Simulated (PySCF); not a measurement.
# What a mistake does to a calculation on AlCClH3Si

These are calculations, not measurements. The program is PySCF 2.14.0, an open-source quantum chemistry code, run on an isolated molecule that a program drew, which may never have been made. The molecule is AlCClH3Si (charge 0, doublet), drawn as the SMILES string `[SiH2]=[CH][Al][Cl]`.

Each row is a Hartree-Fock (HF) and frozen-core CCSD(T) single point in the cc-pV(D+d)Z basis, meant for a local HF minimum. Run 1 is clean. Each other run has one planted mistake out of seven kinds, and not every kind appears here: one electron removed, one electron added, multiplicity raised by two, geometry at a saddle point, minimal basis STO-3G, one bond length entered in bohr, all coordinates scaled. The reference is restricted for singlets and unrestricted otherwise, and also for a bond in bohr. Adding or removing an electron swaps singlet and doublet. Electrons count all cores. HOMO and LUMO are orbital energies over both spins, the gradient is its largest component, and the lowest frequency (negative if imaginary) is given only where the gradient is small. Bond lengths are over the 6 bonds as drawn. T1 is the CCSD diagnostic: over 0.02 (restricted) or 0.045 (unrestricted) a single reference is doubtful.

Geometry of the clean run:
```xyz
7
AlCClH3Si, angstrom
Si    0.1807    2.0040    0.3062
C    -0.2058    3.1858   -0.8637
Al    0.1827    3.0556   -2.7384
Cl    1.1868    1.2864   -3.4294
H     0.8646    0.7435   -0.0113
H    -0.1336    2.1355    1.7409
H    -0.7141    4.0780   -0.4999
```

| run | electrons | basis functions | <S^2> | HOMO (eV) | LUMO (eV) | gradient (hartree/bohr) | lowest frequency (cm^-1) | mean bond (Å) | longest bond (Å) | T1 | HF (hartree) | CCSD(T) (hartree) | mistake |
|---|---|---|---|---|---|---|---|---|---|---|---|---|---|
| 1 | 53 | 98 | 0.812 | -8.28 | 0.98 | 2.1e-05 | 97 | 1.6346 | 2.148 | 0.0238 | -1029.98234 | -1030.45202 | no fault |
| 2 | 53 | 98 | 1.824 | -8.51 | 0.93 | 2.0e-02 | - | 1.8532 | 2.787 | 0.0542 | -1029.87693 | -1030.33401 | one bond length entered in bohr |
| 3 | 53 | 35 | 1.244 | -5.34 | 6.03 | 3.0e-02 | - | 1.6346 | 2.148 | 0.0661 | -1018.31956 | -1018.48746 | minimal basis STO-3G |
| 4 | 53 | 98 | 0.965 | -8.41 | 0.83 | 1.8e-02 | - | 1.6836 | 2.213 | 0.0389 | -1029.97709 | -1030.44931 | ? |

**Which mistake was planted in run 4, and what did it cost?**

The mean and the longest bond both change by the same factor, 1.030, and the gradient is no longer small. So the mistake is: all coordinates scaled. Subtracting run 1 and multiplying by 627.51 kcal/mol a hartree, the energy moved by 3.3 kcal/mol in HF and 1.7 kcal/mol in CCSD(T).

Cautions from the logs. Run 2: T1 is over the limit, so its CCSD(T) energy is less reliable; run 3: T1 is over the limit, so its CCSD(T) energy is less reliable.
